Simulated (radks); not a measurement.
Results of a calculation; reference values are marked as such.
Spherical quantum dot in the effective-mass picture: electrons in a parabolic well V = omega^2 r^2 / 2 with omega = 2.85, with a point charge +1 (a donor) at the centre, all in effective atomic units (hartree* = m*/eps^2 hartree, bohr* = eps/m* bohr), one dielectric constant everywhere. Level of theory: non-relativistic Kohn-Sham, PBE, spin-polarised, spherical densities (a radial shooting solver with Libxc functionals). Levels are named by radial order and angular momentum (1s, 1p, 1d, 2s, ...), and open shells are averaged over m.

N = 24, configuration 1s2 1p6 1d10 2s2 1f(up 4, down 0). This is the lowest configuration that the search found. Occupied and some empty levels:

level,occupation,eigenvalue (hartree*),<r> (bohr*)
1s up,1,22.057,0.7941
1s down,1,22.085,0.7855
1p up,3,24.027,1.111
1p down,3,24.097,1.103
2s up,1,25.658,1.144
2s down,1,25.736,1.146
1d up,5,25.869,1.303
1d down,5,25.964,1.298
1f up,4,27.799,1.450
1f down,0,27.908,1.448
2p up,0,28.048,1.300
2p down,0,28.119,1.304
1g up,0,29.835,1.573
1g down,0,29.948,1.574
2d up,0,30.277,1.449
2d down,0,30.344,1.452

Energy (hartree*): total 405.655, kinetic 77.152, external 137.61, Hartree 210.68, exchange-correlation -19.785.

Electron density:

r (bohr*),n(r) (e/bohr*^3)
0.0515,4.330
0.181,3.256
0.310,2.428
0.439,1.877
0.569,1.587
0.698,1.496
0.827,1.507
0.956,1.520
1.09,1.460
1.22,1.298
1.34,1.052
1.47,0.7664
1.60,0.5016
1.73,0.2930
1.86,0.1527
1.99,0.07070
2.12,0.02943
2.25,0.01094
2.38,0.003590
2.51,0.001062
